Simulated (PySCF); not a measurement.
# Dipole response of Ar (argon, neutral)

[Ar], closed-shell 1S. Computed with PySCF 2.14 in x2c-QZVPPall with one added diffuse shell each of s, p, d, f type (10s7p5d3f1g, 86 functions), with the spin-free X2C one-electron Hamiltonian (Gaussian nucleus). Coupled (time-dependent) response in atomic units; α is the mean over directions.

```csv
method,mean α (bohr³),C₆ (like pair),S(−4)
UHF,10.72,62.01,24.57
PBE,11.80,69.64,32.99
PBE0,11.34,66.31,29.21
revPBE,11.75,69.33,32.64
```

S(−4) is the Cauchy moment in α(ω) = α(0) + S(−4) ω² + …

Reference α: 11.083 ± 0.007 bohr³ (recommended; Schwerdtfeger and Nagle, table of static dipole polarizabilities (2023 update)). Published C₆: 64.20 (Chu and Dalgarno (2004); Tang, Norbeck and Certain (1976)).

α(iu) at PBE:

| u (hartree) | α(iu) (bohr³) |
| --- | --- |
| 0 | 11.80 |
| 0.0500 | 11.72 |
| 0.100 | 11.48 |
| 0.200 | 10.65 |
| 0.300 | 9.561 |
| 0.500 | 7.356 |
| 0.750 | 5.224 |
| 1.00 | 3.793 |
| 1.50 | 2.193 |
| 2.00 | 1.410 |
| 3.00 | 0.7243 |
| 5.00 | 0.3063 |

A single London oscillator, α(iu) = α/(1 + u²/ω²), gives C₆ = (3/4) ω α². Matching the computed C₆ needs ω = 4 × 69.64 / (3 × 11.80²) = 0.667 hartree.
